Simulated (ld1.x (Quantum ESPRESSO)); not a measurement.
**An all-electron radial function and its pseudo partner (Os (Z = 76))**

Columns: radius, all-electron u(r) and pseudo u(r) of the 5d shell (level -6.46 eV) of osmium in the configuration [Kr] 4d10 4f14 5s2 5p6 5d6 6s2 6p0; LDA (PZ), scalar-relativistic, PAW scheme, ld1.x (Quantum ESPRESSO) 7.5.

```
r (bohr)  all-electron  pseudo
   0.128        0.2336  0.0011
   0.255       -0.1871  0.0086
   0.382       -0.3686  0.0278
   0.510       -0.2014  0.0626
   0.638        0.0832  0.1144
   0.765        0.3478  0.1812
   0.893        0.5509  0.2606
   1.020        0.6853  0.3458
   1.148        0.7635  0.4314
   1.275        0.7981  0.5094
   1.402        0.8023  0.5743
   1.530        0.7857  0.6221
   1.658        0.7558  0.6497
   1.785        0.7181  0.6568
   1.912        0.6761  0.6458
   2.040        0.6321  0.6203
   2.168        0.5880  0.5850
   2.295        0.5453  0.5451
   2.422        0.5042  0.5043
   2.550        0.4649  0.4649
   2.678        0.4280  0.4280
   2.805        0.3937  0.3937
   2.932        0.3618  0.3618
   3.060        0.3319  0.3319
   3.188        0.3043  0.3043
   3.315        0.2791  0.2791
```

(1) How many radial nodes do the two functions have?

(2) At about which radius was the pseudo-wave matched?

(3) Is the pseudo-wave norm-conserving?

Answers

(1) The all-electron 5d function has n − l − 1 = 2; the pseudo-wave has 0, since the states of the same l below it are removed with the core.

(2) 2.55 bohr. The columns agree to 0.0005 from 2.29 bohr on; several derivatives are matched, so the curves merge somewhat inside the radius.

(3) No, it belongs to a PAW set: the norm inside the radius is not constrained, and the difference is carried by the augmentation charge.
